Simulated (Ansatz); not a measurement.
Ta(NH)(Cl)2(Me) (CH4Cl2NTa), SMILES [CH3][Ta]([Cl])(=[NH])[Cl], multiplicity 1.

Coordinates come from a PBE0-D3(BJ)/def2-SVP optimisation. The spin state was assumed, not searched. The def2 effective core potentials stand for the cores of Ta; spin–orbit coupling is left out.

Two levels are set side by side: PBE/def2-SVPD (Ansatz, a first-principles code) and CAM-B3LYP/def2-SVPD (Ansatz). Energy differences of separate SCF runs at the same geometry; the states with an electron removed or added have multiplicity 2 and 2. Differences are taken from unrounded values.

| quantity | PBE |
|---|---|
| vertical ionisation energy (eV) | 9.84 |
| vertical electron affinity (eV) | 0.36 |
| vertical singlet–triplet gap (eV) | 4.04 |

### Question
These are the PBE values. What does CAM-B3LYP give? (The exact figures need the calculation; the answer reports its results.)

### Answer

```tsv
quantity	CAM-B3LYP	PBE minus CAM-B3LYP
vertical ionisation energy (eV)	10.24	-0.40
vertical electron affinity (eV)	0.64	-0.28
vertical singlet–triplet gap (eV)	4.02	0.02
```
